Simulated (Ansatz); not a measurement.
Reaction (hydrogenolysis of the Si–S bond): `F[SiH](S)[O][GeH3]` + H₂ → `F[SiH2][O][GeH3]` + H₂S

Calculated with Ansatz (gas phase, PBE0-D4/def2-TZVP geometries, no zero-point term in ΔE). CBS: MP2 limit from def2 TZ/QZ plus the TZ coupled-cluster correction, frozen cores. This one scheme is used for every species. For Ge outer-core shells are correlated without core-valence functions, which leaves a few kJ/mol of doubt a bond. Scalar relativity is left out up to krypton. Each species was taken in one conformer, which may not be the lowest.

`F[SiH](S)[O][GeH3]`:

Z-matrix (Å, degrees):
```
Si
S 1 2.116
O 1 1.612 2 110.8
F 1 1.600 2 111.0 3 -119.5
H 1 1.476 2 107.3 3 124.2
H 2 1.345 1 93.4 3 44.3
Ge 3 1.787 1 135.4 2 -148.0
H 7 1.531 3 104.8 1 -162.3
H 7 1.534 3 107.6 1 78.3
H 7 1.536 3 108.3 1 -42.6
```

H₂:

Cartesian coordinates in Å:
```
H -0.321 0.141 -0.128
H 0.321 -0.141 0.128
```

`F[SiH2][O][GeH3]`:

Z-matrix (Å, degrees):
```
Si
O 1 1.614
F 1 1.598 2 110.3
H 1 1.483 2 111.3 3 117.5
H 1 1.477 2 108.6 3 -117.6
Ge 2 1.782 1 136.3 3 -67.1
H 6 1.532 2 105.5 1 -147.5
H 6 1.533 2 107.5 1 92.8
H 6 1.537 2 108.1 1 -27.7
```

H₂S:

Cartesian coordinates in Å:
```
S 0.355 0.017 -0.508
H -0.735 -0.683 -0.158
H 0.380 0.666 0.666
```

```tsv
species	HF/def2-SVP energy (Eh)
`F[SiH](S)[O][GeH3]`	-2938.58335
H₂	-1.12893
`F[SiH2][O][GeH3]`	-2541.13924
H₂S	-398.56703
```

**Question.** Work out ΔE.

**Answer.** ΔE = (-2541.13924) + (-398.56703) − (-2938.58335) − (-1.12893) = 0.00601 Eh = +15.8 kJ/mol. CCSD(T)/CBS gives +45.7 kJ/mol.

Largest T1 diagnostic among the species: 0.012.

Leaving LDA and LC-ωPBE aside and taking each functional with its dispersion term where it has one, the values, not all of them listed here, spread over 17.0 kJ/mol, from B2PLYP to revPBE-D4. LDA lies +4.5 kJ/mol from PBE without D4. The D4 term adds +10.9 kJ/mol with B3LYP and +5.9 kJ/mol with PBE0; it sums over pairs of atoms, weighted by their polarisabilities, and B3LYP, whose exchange is more repulsive, gets the larger term.

B3LYP here is the variant with VWN-RPA as its local correlation; programs differ in this.
